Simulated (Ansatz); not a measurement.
A run for Ansatz (an electronic-structure program): U-PBE/def2-TZVPP on CdH3N (SMILES [NH2][CdH]), a point of a bond scan (R = 4.471 Å). Elements past Kr take the def2 small-core potentials; no spin–orbit coupling.

Ansatz 0.2 input:
```yaml
crystal:
  periodic: [false, false, false]
  atoms:
    - {symbol: Cd, position_ang: [-0.19315055, -0.04077904, -0.22746535]}
    - {symbol: H, position_ang: [-2.93669429, -0.56882822, -3.71837044]}
    - {symbol: N, position_ang: [1.16167798, 0.26842501, 1.25041043]}
    - {symbol: H, position_ang: [1.49906634, -0.57553431, 1.69861765]}
    - {symbol: H, position_ang: [0.84969212, 0.89030603, 1.98723929]}
basis:
  gaussian:
    orbitals: def2-TZVPP
hamiltonian:
  xc: {name: PBE}
magnetization: {spin_polarized: true, initial_magnetization: 0}
```

Output:

```
WARN ansatz: RAYON_NUM_THREADS=1 ignored (pool sized by the plan → 1); use --threads N
Functional definition: PBE
integrals: 0.03 GiB planned
714 factors; their error is unknown
mean field: 0.38 GiB planned
mean field evaluation 1: about -6079.5638 eV, gradient 5.9e1 eV
mean field evaluation 2: about -5957.7657 eV, gradient 1.3e2 eV
mean field evaluation 4: about -6082.8010 eV, gradient 4.6e1 eV
mean field evaluation 8: about -6098.4101 eV, gradient 3.5e0 eV
mean field evaluation 16: about -6098.5229 eV, gradient 1.6e-1 eV
mean field evaluation 32: about -6099.1985 eV, gradient 9.5e-1 eV
mean field evaluation 64: about -5968.7195 eV, gradient 1.2e2 eV
mean field evaluation 96: about -6099.3242 eV, gradient 2.2e-1 eV
mean field -6099.32532495 eV, -224.1460714207 hartree, gradient 1.6e-5 eV, S^2 0.992943; 5 other end points of the search recorded, 0 dependent functions left out
reference -6099.32536725 eV, -224.1460729750 hartree; 15, 15 occupied and 114, 114 virtual orbitals, 714 factors
Total energy: -6099.32536725 eV, -224.1460729750 hartree
```

The calculation finished and met its thresholds. Its determinant has ⟨S²⟩ = 0.99, a mixture of spin states.

Cost: roughly 10 core-seconds.
